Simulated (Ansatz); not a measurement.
A run on Br2Cd, SMILES `[Br][Cd][Br]` with other settings.

```yaml
crystal:
  periodic: [false, false, false]
  atoms:
    - {symbol: Br, position_ang: [0.319261, 2.439581, 0.432144]}
    - {symbol: Cd, position_ang: [-0.006437, -0.022093, -0.006018]}
    - {symbol: Br, position_ang: [-0.324268, -2.485527, -0.440091]}
basis:
  gaussian: {orbitals: def2-SVPD}
hamiltonian: {xc: {name: B97}}
accuracy: high
```

```sh
$ ansatz run in.yaml --threads 4 --pin off --events-out ev --progress --plain --max-ram 10444MiB
```

Output, abridged:

```
Functional definition: B97
1970 factors; integrals over basis functions are off by at most 4.9e-9 eV
mean field evaluation 1: about -144634.2832 eV, gradient 2.5e1 eV
mean field evaluation 2: about -144631.0569 eV, gradient 4.3e1 eV
mean field evaluation 4: about -144636.3486 eV, gradient 6.1e-1 eV
mean field evaluation 8: about -144636.4326 eV, gradient 3.4e-2 eV
mean field evaluation 16: about -144636.4326 eV, gradient 2.4e-7 eV
mean field -144636.43259043 eV, -5315.2908596031 hartree, gradient 3.7e-9 eV, S^2 0.000000; 0 other end points of the search recorded, 0 dependent functions left out
reference -144636.43259245 eV, -5315.2908596775 hartree; 45, 45 occupied and 71, 71 virtual orbitals, 1970 factors
Total energy: -144636.43259245 eV, -5315.2908596775 hartree
```

It took 10 s on 4 threads of an Arm Neoverse V2 on a shared host, with 0.74 GiB of host memory at the peak.
